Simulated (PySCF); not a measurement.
## Working with the constants of NaHg⁺

RHF-CCSD(T) constants of NaHg⁺, ¹Σ⁺ (singlet), closed shell (basis Na cc-pVDZ, Hg cc-pVDZ-PP with ECP60; scalar-relativistic core potentials; PySCF 2.14; masses 22.9898 and 201.9706 u):

```
ωe             : 110.3 cm⁻¹
ωexe           : 1.12 cm⁻¹
Be             : 0.08233 cm⁻¹
αe             : 0.000963 cm⁻¹
De to Na⁺ + Hg : 0.342 eV
```

(1) What force constant and bond length do these constants imply?

(2) Estimate the centrifugal constant D from the Kratzer relation and find the Dunham coefficient a1.

Correlated steps freeze 1 core orbital. The bond is weak. Basis-set superposition, not corrected here, can be much of De in a small basis, most of all at correlated wavefunction levels. Spin–orbit coupling is left out. For an ion De counts to the pair picked by the measured ionisation energies or electron affinities, which need not be the lowest pair at this level.

Results:

(1) Reduced mass μred = 20.640 u; k = 5.8918×10⁻⁷·μred·ωe² (u, cm⁻¹, mdyn/Å) = 0.148 mdyn/Å; Re = √(16.8576/(μred·Be)) (u, cm⁻¹, Å) = 3.150 Å.

(2) D = 4Be³/ωe² = 1.83e-07 cm⁻¹; a1 = −1 − αeωe/(6Be²) = -3.61.
